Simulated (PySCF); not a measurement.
# [Y(H2O)4]3+: from a saddle point downhill

PySCF 2.14.0, RKS PBE0, Y def2-SVP with ECP28, O def2-SVP, H def2-SVP; non-relativistic Hamiltonian with scalar-relativistic core potentials where named; density fitting; no spin-orbit coupling. Relaxed within the symmetry of its start, the geometry (D2d) is

```xyz
13

Y     0.0000    0.0000    0.0000
O     1.2861    1.3031    1.3031
H     1.6559    1.1010    2.1924
H     1.6559    2.1924    1.1010
O    -1.2861   -1.3031    1.3031
H    -1.6559   -1.1010    2.1924
H    -1.6559   -2.1924    1.1010
O     1.2861   -1.3031   -1.3031
H     1.6559   -2.1924   -1.1010
H     1.6559   -1.1010   -2.1924
O    -1.2861    1.3031   -1.3031
H    -1.6559    2.1924   -1.1010
H    -1.6559    1.1010   -2.1924
```

and its lowest harmonic modes are -146, -36, -36, 34, 72, 86 cm⁻¹ (negative: unstable). It was moved along the lowest mode and relaxed again, within the group S4 that the move left.

(1) Where does it end, and how much lower?

(2) How do the contacts change?

No frequency check is given for the end, and other unstable modes may remain.

State: singlet.

Answers

(1) In S4, 0.047 eV lower, after 15 steps:
```xyz
13

Y     0.0000    0.0000    0.0000
O     1.3164    1.3166    1.2545
H     2.1175    1.0665    1.7689
H     1.2381    2.2859    1.4067
O    -1.3164   -1.2545    1.3165
H    -1.2380   -1.4068    2.2860
H    -2.1175   -1.7690    1.0665
O     1.3164   -1.3166   -1.2545
H     1.2381   -2.2859   -1.4067
H     2.1175   -1.0665   -1.7689
O    -1.3164    1.2545   -1.3165
H    -2.1175    1.7690   -1.0665
H    -1.2380    1.4068   -2.2860
```

(2) 
| contact | saddle (Å) | end (Å) |
| --- | --- | --- |
| Y1–O2 (H2O) | 2.247 | 2.245 |
| Y1–O5 (H2O) | 2.247 | 2.245 |
| Y1–O8 (H2O) | 2.247 | 2.245 |
| Y1–O11 (H2O) | 2.247 | 2.245 |
